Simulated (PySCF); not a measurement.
**Exercise with solution: chemical shift, span and skew from a shielding tensor**

H6Si3, SMILES [SiH2]1[SiH2][SiH2]1. Atoms are numbered in the order given.

```xyz
9

Si     1.3493     0.0000     0.0000
H      2.1661     0.0000     1.2472
H      2.1661     0.0000    -1.2472
Si    -0.6746     1.1685     0.0000
H     -1.0831     1.8759     1.2472
H     -1.0831     1.8759    -1.2472
Si    -0.6746    -1.1685     0.0000
H     -1.0831    -1.8759     1.2472
H     -1.0831    -1.8759    -1.2472
```
Charge 0, spin multiplicity 1.

Coordinates come from a PBE0-D3(BJ)/def2-SVP optimisation.

GIAO shieldings from PBE/pcSseg-1 (PySCF), non-relativistic, no solvent. The symmetric part of the tensor of Si1 has the principal values 409.5, 463.1, 673.9 ppm. The same nucleus in TMS has σ = 335.4 ppm at this level (PySCF, at its B3LYP-D3(BJ)/def2-TZVP geometry).

Work out the isotropic shielding, the ²⁹Si shift against TMS, the span and the skew.


σ(iso) = (σ11 + σ22 + σ33)/3 = 515.5 ppm. δ = σ(ref) − σ(iso) = 335.4 − (515.5) = -180.1 ppm.
Span Ω = σ33 − σ11 = 264.4 ppm. Skew κ = 3(σ(iso) − σ22)/Ω = 0.59. Tumbling in solution averages the tensor to δ; in a static solid the shielding alone would spread this spin-1/2 line over Ω.
